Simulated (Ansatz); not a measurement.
H₆Au₄⁻. Charge -1, multiplicity 2. Geometry PBE-D4/def2-SVPD.

```xyz
10

Au   -0.835   -1.016   -0.995
Au    0.672    0.628    0.613
Au    2.207    2.602    1.853
Au   -2.628   -2.704   -2.368
H     1.464    0.936    2.211
H    -1.519   -1.296   -2.536
H    -0.128   -0.914    0.632
H     1.362    2.193    0.255
H    -3.678   -3.918   -2.562
H     3.082    3.488    2.896
```

In the def2 sets Au takes a core potential; there is no spin–orbit coupling. The structure comes from a short search, and lower isomers may exist.

(1) Estimate the α-spin orbital energies around the gap (eV) in Ansatz with PBE-D4/def2-TZVPD, revPBE-D4/def2-TZVPD, r2SCAN-D4/def2-TZVPD, PBE0-D4/def2-TZVPD, ωB97M-V/def2-TZVPD.

Answers

(1) 
```csv
orbital,PBE-D4/def2-TZVPD,revPBE-D4/def2-TZVPD,r2SCAN-D4/def2-TZVPD,PBE0-D4/def2-TZVPD,ωB97M-V/def2-TZVPD
HOMO−9,-4.05,-3.97,-4.35,-5.60,-8.03
HOMO−8,-3.93,-3.86,-4.21,-5.31,-7.68
HOMO−7,-3.69,-3.60,-3.93,-5.11,-7.57
HOMO−6,-3.59,-3.51,-3.85,-5.01,-7.43
HOMO−5,-3.53,-3.45,-3.76,-4.87,-7.32
HOMO−4,-3.35,-3.28,-3.62,-4.83,-7.17
HOMO−3,-3.33,-3.25,-3.60,-4.73,-6.99
HOMO−2,-3.09,-3.01,-3.33,-4.13,-6.28
HOMO−1,-2.62,-2.53,-2.83,-3.61,-5.74
HOMO,-1.24,-1.16,-1.47,-2.19,-4.16
LUMO,1.19,1.29,1.35,1.83,3.10
LUMO+1,1.26,1.38,1.47,1.87,3.29
LUMO+2,1.96,2.06,2.16,2.66,3.90
LUMO+3,2.09,2.20,2.38,2.72,4.15
LUMO+4,2.81,2.89,3.13,3.60,4.85
LUMO+5,3.11,3.19,3.49,3.75,4.90
β HOMO,-2.59,-2.50,-2.80,-3.56,-5.69
β LUMO,-0.70,-0.60,-0.57,-0.03,1.47
```
